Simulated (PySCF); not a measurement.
All values below come from B3LYP-D3(BJ)/def2-TZVP (PySCF 2.14.0). Gas-phase values, no solvent. B3LYP has the VWN-RPA correlation part, as in Gaussian. 

Reference species (SMILES): `[GaH3]` (neutral, multiplicity 1).

| Quantity | Result |
|---|---|
| dipole moment | 0.00 D |

Changed species: `[F][GaH2]` (whole molecule; the reference has whole molecule).

### Question
Give the shifts of the dipole moment.

### Answer
the dipole moment rises by 2.30 D, to 2.30 D.
